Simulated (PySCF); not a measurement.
# Electronic structure of Ga²⁺ (gallium, charge +2) at the UHF level

Configuration: [Ar] 3d10 4p1, 2P determinant (an excited configuration). All numbers are calculated (PySCF 2.14, scalar relativity through the core potential, in aug-cc-pVDZ-PP with ECP10MDF).

```
Total energy                                                  : -257.107082 hartree
One-electron energy                                           : -446.3662 hartree
Hartree (Coulomb) energy                                      : 210.5779 hartree
Exchange energy                                               : -21.3188 hartree
⟨S²⟩                                                          : 0.7510
⟨L²⟩                                                          : 2.003
Sum of ⟨r⟩                                                    : 15.85 bohr
Sum of ⟨r²⟩                                                   : 19.72 bohr²
Traceless quadrupole moment −½Σ⟨3z² − r²⟩ along its main axis : -3.09 e·bohr²
```

```csv
shell,electrons,mean orbital energy (eV),spread (eV),"rms radius, mean of both spins (bohr)"
3s α,1,-201.64,0,0.701
3s β,1,-201.51,0,0.701
3p α,3,-146.93,0.086,0.737
3p β,3,-146.77,0.426,0.737
3d α,5,-54.084,0.301,0.880
3d β,5,-53.956,0.499,0.880
4p α,1,-21.781,0,2.78
```

Energies and moments cover only the electrons outside the core potential.
